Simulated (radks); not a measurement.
Results of a calculation; reference values are marked as such.
Initial-state core-level shifts of the niobium ion Nb3+ when its valence configuration changes from [Kr] 4d2. Level of theory: scalar-relativistic Kohn-Sham, r2SCAN, spin-unpolarised, spherical densities, finite nucleus; meta-GGA in the generalised Kohn-Sham scheme; Fermi nuclear charge, rms radius 4.324 fm (a radial shooting solver on a logarithmic mesh with Libxc functionals). Shifts are changes of the shell-averaged eigenvalues in eV (positive: less bound); the change of the density at the nucleus, which sets a Mossbauer isomer shift, is in e/bohr^3, on a base of 8.401e+04.

valence               1s       2p       3d      4p  density at nucleus
4d1 5s1           -4.924   -5.262   -5.123  -4.042             +24.264
4d1 5p1           -6.046   -6.375   -6.243  -5.072              +4.372
4d1.5 5s0.5       -2.444   -2.610   -2.545  -2.026             +11.902
5s1 5p1          -11.166  -11.878  -11.557  -9.075             +30.055
4d0.5 5s0.5 5p1   -8.578   -9.093   -8.873  -7.075             +16.815
5s2              -10.048  -10.763  -10.438  -8.068             +51.734
4d1.5 5p0.5       -3.008   -3.168   -3.108  -2.551              +2.100
